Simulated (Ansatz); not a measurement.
Reaction (ligand exchange at a W–C bond): `[CH3][W](=[O])([F])=[S]` + H–F → `[O]=[W]([F])([F])=[S]` + CH₄

Program: Ansatz. Geometries: PBE0-D4/def2-TZVP. ΔE: electronic, gas phase. CBS: MP2 limit from def2 TZ/QZ plus the TZ coupled-cluster correction, frozen cores. This one scheme is used for every species. Functionals use def2-TZVPP. def2 core potentials past Kr. For W outer-core shells are correlated without core-valence functions, which leaves a few kJ/mol of doubt a bond.

(1) Is it downhill or uphill in electronic energy at CCSD(T)/CBS, and by how much? (Best estimate.)

(2) What do these levels give: CAM-B3LYP-D4, r2SCAN, LC-ωPBE, HF/def2-SVP, SCS-MP2/def2-TZVPP, MP2/CBS(def2)? (Best estimate.)

Largest T1 diagnostic among the species: 0.023, so the coupled-cluster value is less sure than usual.

Results:

(1) The calculation gave: Downhill: ΔE = -111.8 kJ/mol.

(2) Computed: CAM-B3LYP-D4 -135.8, r2SCAN -139.9, LC-ωPBE -134.2, HF/def2-SVP -132.5, SCS-MP2/def2-TZVPP -120.0, MP2/CBS(def2) -110.2 kJ/mol.

From BLYP to BHLYP (50 % exact exchange), in def2-TZVPP and without D4, ΔE moves by +14.1 kJ/mol. In def2-TZVPP, CCSD(T) changes the Hartree–Fock value by +17.6 kJ/mol (the triples alone add −1.4 kJ/mol) and MP2 by +19.2 kJ/mol. The D4 term adds +7.0 kJ/mol with B3LYP and +3.9 kJ/mol with PBE0; it sums over pairs of atoms, weighted by their polarisabilities, and B3LYP, whose exchange is more repulsive, gets the larger term.

B3LYP here is the variant with VWN-RPA as its local correlation; programs differ in this.
